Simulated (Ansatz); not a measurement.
`CCCCCCCCCCCCO`. Total charge 0; triplet. Geometry PBE-D4/def2-SVP, that of the neutral singlet.

```xyz
39

C    -0.062    3.824    4.375
C    -0.701    2.682    3.584
C     0.251    1.504    3.347
C    -0.380    0.299    2.634
C    -0.946    0.578    1.231
C     0.055    1.163    0.223
C     1.317    0.318   -0.017
C     1.068   -1.123   -0.487
C     0.302   -1.242   -1.809
C     0.156   -2.689   -2.295
C    -0.685   -2.865   -3.563
C    -0.092   -2.221   -4.810
O    -0.919   -2.551   -5.914
H     0.828    4.230    3.850
H     0.276    3.483    5.376
H    -0.769    4.665    4.530
H    -1.067    3.072    2.609
H    -1.607    2.316    4.118
H     0.653    1.166    4.328
H     1.138    1.863    2.776
H    -1.198   -0.106    3.269
H     0.376   -0.515    2.573
H    -1.812    1.270    1.311
H    -1.370   -0.368    0.829
H    -0.471    1.327   -0.743
H     0.369    2.177    0.555
H     1.927    0.289    0.912
H     1.951    0.837   -0.770
H     0.526   -1.692    0.300
H     2.050   -1.636   -0.595
H     0.818   -0.628   -2.580
H    -0.713   -0.797   -1.702
H    -0.298   -3.294   -1.480
H     1.169   -3.125   -2.458
H    -1.706   -2.453   -3.408
H    -0.820   -3.946   -3.782
H    -0.019   -1.113   -4.670
H     0.957   -2.592   -4.947
H    -0.554   -2.107   -6.699
```

At PBE0-D4/def2-SVP a singlet of charge 0 lies 7.08 eV below the triplet at the same geometry.

Q: Estimate the α-spin orbital energies around the gap (eV) in Ansatz with PBE-D4/def2-SVP, PBE0-D4/def2-SVP.

A: 
| orbital | PBE-D4/def2-SVP | PBE0-D4/def2-SVP |
| --- | --- | --- |
| HOMO−5 | -7.85 | -9.22 |
| HOMO−4 | -7.78 | -9.17 |
| HOMO−3 | -7.46 | -8.80 |
| HOMO−2 | -7.35 | -8.68 |
| HOMO−1 | -7.24 | -8.58 |
| HOMO | -0.14 | -1.08 |
| LUMO | 0.30 | 1.17 |
| LUMO+1 | 0.63 | 1.51 |
| LUMO+2 | 0.89 | 1.79 |
| LUMO+3 | 0.93 | 1.84 |
| LUMO+4 | 1.15 | 2.05 |
| LUMO+5 | 1.39 | 2.31 |
| β HOMO | -7.24 | -8.58 |
| β LUMO | -7.14 | -5.89 |
